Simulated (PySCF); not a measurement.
Ionisation energy of Eu by level of theory

Eu [Xe] 4f7 6s2 (8S) → Eu⁺ [Xe] 4f7 6s1 (9S), as a difference of total energies. Calculation: PySCF 2.14, in cc-pVDZ-X2C; the spin-free X2C one-electron Hamiltonian (Gaussian nucleus). The calculations carry no spin-orbit coupling.

| method | ionisation energy (eV) |
| --- | --- |
| UHF | 4.635 |
| CAM-B3LYP | 5.668 |
| BP86 | 5.812 |
| B3LYP | 5.745 |

Question: Which method comes closest to the reference value, and which is furthest?

Answer: The reference is 5.670 eV (measured; NIST Atomic Spectra Database, ionization energies). Closest: CAM-B3LYP (error -0.002 eV); furthest: UHF (error -1.035 eV).
